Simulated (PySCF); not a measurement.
## Telling isomers of C6H10O2Si apart by NMR

Fast rotation and ring inversion assumed for equivalent nuclei, non-relativistic Hamiltonian, one computed conformer, gas phase. Coordinates at the GFN2-xTB level; shielding tensors at PBE0/pcSseg-1 (GIAO); PySCF 2.14.

Shifts are taken against calculated references (same method and geometry level): TMS for ¹H, ¹³C. Where no couplings were computed, multiplicities follow the n + 1 count of equivalent neighbours, and m marks all less simple cases (inequivalent or close neighbours, rings, F or P nearby). Acid and N–H amide carbonyl carbons lie up to 10 ppm further downfield in solution (hydrogen bonding). Shifts are as computed. Against solution values, carbons near 30 ppm lie about +3 ppm off and those near 130 ppm about +5 ppm. Of 1211 compounds with measured shifts, 218 miss one by over three times the rms of a fit or turn the order of signals round; such compounds aren't used in these exercises. OH and NH positions are gas-phase values without hydrogen bonding to other molecules.

(1) Tabulate the signals of `C[SiH](C)/C=C/C(=O)C=O`, `C=C[C@@]1(C(=O)O)[SiH2][C@H]1C`, `CC(=O)[C@@H]1C[C@@]1([SiH3])C=O`, `C=C(C=O)[C@@H]1[SiH2][C@@H]1OC` and their relative energies.

(2) What is the quickest way to tell C=C[C@@]1(C(=O)O)[SiH2][C@H]1C from C=C(C=O)[C@@H]1[SiH2][C@@H]1OC?

(3) What is the quickest way to tell C[SiH](C)/C=C/C(=O)C=O from C=C[C@@]1(C(=O)O)[SiH2][C@H]1C?

(4) What is the quickest way to tell C=C[C@@]1(C(=O)O)[SiH2][C@H]1C from CC(=O)[C@@H]1C[C@@]1([SiH3])C=O?

## Answers

(1) 
| SMILES | carbon types | δC | δH | E rel. (kcal/mol) |
| --- | --- | --- | --- | --- |
| C[SiH](C)/C=C/C(=O)C=O | 1×C 3×CH 2×CH3 | 199.2, 186.3, 168.1, 139.1, -2.7 | 9.48 (s, 1H), 8.29 (m, 1H), 7.89 (d, 1H), 4.70 (m, 1H), 0.28 (d, 6H) | 0.0 |
| C=C[C@@]1(C(=O)O)[SiH2][C@H]1C | 2×C 2×CH 1×CH2 1×CH3 | 181.4, 136.8, 134.1, 35.0, 26.7, 15.7 | 6.14 (m, 1H), 6.13 (m, 1H), 6.06 (m, 1H), 5.99 (br s, 1H), 3.29 (m, 1H), 2.79 (m, 1H), 2.46 (m, 1H), 1.54 (d, 3H) | 14.5 |
| CC(=O)[C@@H]1C[C@@]1([SiH3])C=O | 2×C 2×CH 1×CH2 1×CH3 | 217.1, 209.6, 37.8, 35.5, 32.8, 28.5 | 10.29 (s, 1H), 4.41 (s, 3H), 2.86 (m, 1H), 2.46 (s, 3H), 1.74 (m, 1H), 1.09 (m, 1H) | 11.0 |
| C=C(C=O)[C@@H]1[SiH2][C@@H]1OC | 1×C 3×CH 1×CH2 1×CH3 | 202.8, 159.6, 132.9, 68.7, 63.1, 26.2 | 9.27 (s, 1H), 6.46 (br s, 1H), 6.09 (br s, 1H), 4.54 (m, 1H), 4.03 (m, 1H), 3.16 (s, 3H), 2.68 (m, 1H), 2.07 (m, 1H) | 53.3 |

Energies are electronic energies at PBE0/pcSseg-1 on these geometries, without zero-point or thermal terms, each for the one conformer computed, which needn't be the lowest.

(2) Both give the same number of carbon signals, but DEPT or the intensities differ. The first has an alkene CH at 136.8 ppm, the second an aldehyde carbonyl carbon (CH) at 202.8 ppm. Their most deshielded carbons lie at 181.4 and 202.8 ppm. In the proton spectra the most deshielded non-exchanging signals are 6.14 (m, 1H) and 9.27 (s, 1H).

(3) Count the carbon signals: 5 against 6. The first has an aldehyde carbonyl carbon (CH) at 199.2 ppm, the second a terminal =CH2 carbon at 134.1 ppm. Their most deshielded carbons lie at 199.2 and 181.4 ppm. In the proton spectra the most deshielded non-exchanging signals are 9.48 (s, 1H) and 6.14 (m, 1H).

(4) Both give the same number of carbon signals, with the same numbers of each carbon type, so the positions decide. The first has an alkene CH at 136.8 ppm, the second an aldehyde carbonyl carbon (CH) at 209.6 ppm. Their most deshielded carbons lie at 181.4 and 217.1 ppm. In the proton spectra the most deshielded non-exchanging signals are 6.14 (m, 1H) and 10.29 (s, 1H).
